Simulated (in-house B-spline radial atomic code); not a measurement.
Results of a calculation; reference values are marked as such.
# Building a PAW d channel for Hf, r_c = 1.68 bohr

Hf, [Xe] 4f14 5d2 6s2, non-relativistic PBE (a model for so heavy an element), spherical and spin-unpolarised, from an all-electron radial atomic-structure program (B-spline basis) (atomic units; all potentials screened as in the neutral atom).

Two all-electron partial waves φ1, φ2 are integrated outwards at E1 = ε(5d) = -0.136675 and E2 = E1 + 1 hartree; φ1 is the bound orbital and φ2 has unit norm inside r_c = 1.6766 bohr. Smooth partners are polynomials, r^3(a0 + a1 r² + a2 r⁴ + a3 r⁶), matched to φ and three derivatives at r_c, with no condition on the norm. The local potential is -13.1988 + (11.2526) r² + (-4.0412) r⁴ + (0.538993) r⁶ inside 1.3727 bohr and the all-electron one outside.

```
wave     φ(r_c)      φ'(r_c)         a0          a1         a2            a3
   1  0.6888086  -0.02313803  0.8007576  -0.4567197  0.1046871  -0.008913024
   2  0.7874308    -1.613362   1.911682   -1.250578  0.2954473   -0.02538149
```

Inside r_c the overlaps are <φi φj> = [[0.30956, 0.54654], [0.54654, 1.00000]] and, for the smooth waves, [[0.29615, 0.51298], [0.51298, 0.91773]]. With χj = (Ej − T − V_local) applied to smooth wave j, the program's quadrature gives the matrix B_ij = <smooth i, χj> as [[0.14981, 0.30064], [0.33419, 0.69185]].

Q: Check the match of the first wave, and find the augmentation charges q_ij.

A: At r_c the four terms are 3.77389, -6.05058, 3.89852, -0.93302, which sum to 0.6888, φ1(r_c) to rounding. q_ij is the all-electron overlap less the smooth one: [[0.01341, 0.03356], [0.03356, 0.08227]]. The smooth first wave has a norm of 0.2962 inside r_c against 0.3096, and q11 > 0 puts back the missing charge.

Q: B isn't symmetric. Show that D_ij = B_ij + Ej q_ij is.

A: Integrating by parts gives B12 − B21 = (E1 − E2) q12: 0.30064 − (0.33419) = -0.03356, and −1 × (0.03356) = -0.03356. So D12 = 0.30064 + (0.863325)(0.03356) = 0.32961 and D21 = 0.33419 + (-0.136675)(0.03356) = 0.32961; D11 = 0.14797, D22 = 0.76288. The projectors, p = (B⁻¹)ᵀ χ, are dual to the smooth waves; det B = 0.0032, small beside B11 B22, as the two smooth waves look alike inside r_c.

Solving (T + V_local + Σ p D p) ψ = E (1 + Σ p q p) ψ in a sphere of 9 bohr, whose wall lifts the free-atom level a little, gives these levels:

```
all-electron  one projector  two projectors
   -0.136412      -0.136412       -0.136412
    0.119871       0.119793        0.119871
    0.428327       0.427704        0.428327
    0.894945       0.892126        0.894946
    1.503800       1.494410        1.503780
```

Q: What does the second projector gain?

A: With one projector the errors are 0.00, -0.08, -0.62, -2.82, -9.39 millihartree. With two the errors are 0.00, 0.00, 0.00, 0.00, -0.02 millihartree. The scattering is exact at E1 and at E2 = 0.863, and over all levels compared the largest error is 0.02 millihartree. The lowest eigenvalue of the overlap operator is 1 with one and 0.9712 with two projectors. The smooth orbital alone needs a cutoff of 11 hartree for 1 millihartree of kinetic energy, against 12.1 for a norm-conserving Troullier-Martins orbital of the same radius.
